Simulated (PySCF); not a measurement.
Job file and geometry (Å, from PBE0-D3(BJ)/def2-SVP) of an NMR shielding run on SMILES O=C(O)Cc1ccccc1, C₈H₈O₂, GIAO HF/pcSseg-1 NMR shielding, non-relativistic, gas phase in PySCF; density fitting, a coarse starting grid and PySCF grid level 2 are the driver's defaults:

```
{"job": {"kind": "nmr", "xc": "HF", "basis": "pcSseg-1", "pop": false}, "charge": 0, "multiplicity": 1}
O      2.959226     0.818669    -0.629873
C      2.433792    -0.115125    -0.085721
O      2.741398    -0.497556     1.160541
C      1.332005    -0.957789    -0.682074
C     -0.010576    -0.361096    -0.332588
C     -0.507849     0.728274    -1.055919
C     -1.727160     1.307777    -0.713276
C     -2.462649     0.809320     0.361475
C     -1.969217    -0.269483     1.093160
C     -0.748939    -0.848223     0.749735
H      3.408405     0.128847     1.482443
H      1.480670    -0.965052    -1.770122
H      1.405804    -1.984488    -0.298967
H      0.073274     1.127127    -1.891494
H     -2.105877     2.155042    -1.290109
H     -3.420441     1.262100     0.628729
H     -2.538415    -0.664952     1.937965
H     -0.361895    -1.690917     1.328700
```

Task: Write the output of this run.

Result: 
```
final grid: 155056 points
cycle   1  E = -457.0725232438  dE =  2.882e+00  |g| = 9.062e-01  |ddm| = 3.967e+00
cycle   2  E = -457.2134413652  dE = -1.409e-01  |g| = 6.085e-01  |ddm| = 1.106e+00
cycle   3  E = -457.2781324481  dE = -6.469e-02  |g| = 1.076e-01  |ddm| = 4.435e-01
cycle   4  E = -457.2816037429  dE = -3.471e-03  |g| = 4.039e-02  |ddm| = 1.701e-01
cycle   5  E = -457.2819867072  dE = -3.830e-04  |g| = 9.590e-03  |ddm| = 4.225e-02
cycle   6  E = -457.2820331740  dE = -4.647e-05  |g| = 4.260e-03  |ddm| = 1.387e-02
cycle   7  E = -457.2820460938  dE = -1.292e-05  |g| = 1.552e-03  |ddm| = 9.054e-03
cycle   8  E = -457.2820476659  dE = -1.572e-06  |g| = 5.453e-04  |ddm| = 3.168e-03
cycle   9  E = -457.2820478489  dE = -1.830e-07  |g| = 1.580e-04  |ddm| = 1.133e-03
cycle  10  E = -457.2820478609  dE = -1.197e-08  |g| = 6.092e-05  |ddm| = 2.588e-04
cycle  11  E = -457.2820478630  dE = -2.113e-09  |g| = 1.939e-05  |ddm| = 1.056e-04
cycle  12  E = -457.2820478634  dE = -3.611e-10  |g| = 9.097e-06  |ddm| = 4.418e-05
converged SCF energy = -457.2820478634

GIAO shielding tensors (ppm)
atom      isotropic    diamagn.    paramagn.     s11        s22        s33       span
  0 O      -85.902     400.534    -486.436   -334.375   -208.148    284.816    619.190
  1 C       12.074     249.442    -237.368   -105.197     47.878     93.541    198.738
  2 O      152.941     392.761    -239.821     10.631    168.768    279.423    268.792
  3 C      152.230     240.929     -88.699    146.657    149.328    160.706     14.049
  4 C       50.160     260.866    -210.707    -64.979     32.087    183.371    248.350
  5 C       52.530     252.627    -200.097    -63.268     44.437    176.420    239.688
  6 C       54.397     255.536    -201.139    -65.245     44.320    184.116    249.361
  7 C       55.215     255.679    -200.464    -63.819     44.013    185.450    249.270
  8 C       54.845     255.350    -200.505    -64.405     45.191    183.750    248.154
  9 C       53.045     252.630    -199.584    -61.848     48.969    172.014    233.862
 10 H       26.033      28.978      -2.946     21.051     21.253     35.794     14.744
 11 H       28.376      29.731      -1.354     25.156     26.831     33.143      7.987
 12 H       28.471      29.791      -1.320     25.387     27.264     32.763      7.376
 13 H       23.851      32.868      -9.016     19.417     23.560     28.577      9.160
 14 H       24.107      30.282      -6.175     20.151     25.178     26.991      6.840
 15 H       24.174      29.453      -5.279     20.337     25.555     26.631      6.295
 16 H       24.145      30.187      -6.042     20.212     25.239     26.984      6.772
 17 H       24.048      32.654      -8.607     19.867     23.726     28.550      8.683
```

Task: Turn these shieldings into chemical shifts. Shifts are taken against calculated references (same method and geometry level): H2O for ¹⁷O (σref 333.31); ¹³C (σref 190.85), ¹H (σref 31.69) against TMS.

Result: Averaging equivalent atoms: O 0: 419.2; O 2: 180.4; C 1: 178.8; C 4: 140.7; C 5/9: 138.1; C 6/8: 136.2; C 7: 135.6; C 3: 38.6; H 13/17: 7.74; H 14/16: 7.56; H 15: 7.51; H 10: 5.65; H 11/12: 3.26 ppm. Unscaled 17O shifts of doubly bonded oxygen tend to come out too high, by tens of ppm or more. Experimental scales use liquid or dissolved standards, which lie at an offset from isolated H2O (liquid H2O: subtract about 36 ppm).

Size and cost of the density-fitted run: 210 basis functions, 15 s wall time on 1 thread of an x86-64 server CPU, shared host.
